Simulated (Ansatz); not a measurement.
`N#C[O][GaH2]`, relaxed with RKS PBE0-D4/def2-TZVP in Ansatz 0.2.0 from a GFN2-xTB geometry. The force threshold is 0.005 eV/Å; the program also tests the step.

The species carries charge 0 and has multiplicity 1.

Start:

```xyz
6

N     0.204    2.034    2.029
C     0.124    1.227    1.224
O     0.035    0.335    0.334
Ga   -0.090   -0.899   -0.895
H     0.888   -2.081   -0.728
H    -1.162   -0.616   -1.965
```

(1) By how much does the energy fall, and how many steps does the optimiser take? (Best estimate.)

(2) Which bonds change most? (An estimate is asked.)

(3) Give the relaxed structure. (Estimate.)

Answers

(1) Computed: 7.01 kcal/mol, in 21 steps.

(2) The calculation gave: O3–Ga4 from 1.746 to 1.846 Å; N1–C2 from 1.143 to 1.158 Å; C2–O3 from 1.263 to 1.271 Å; Ga4–H5 from 1.542 to 1.548 Å.

(3) Computed: 
```xyz
6

N     0.650    1.427    2.083
C     0.122    1.109    1.103
O    -0.471    0.783    0.027
Ga   -0.155   -0.794   -0.880
H     0.910   -1.688   -0.199
H    -1.057   -0.838   -2.134
```
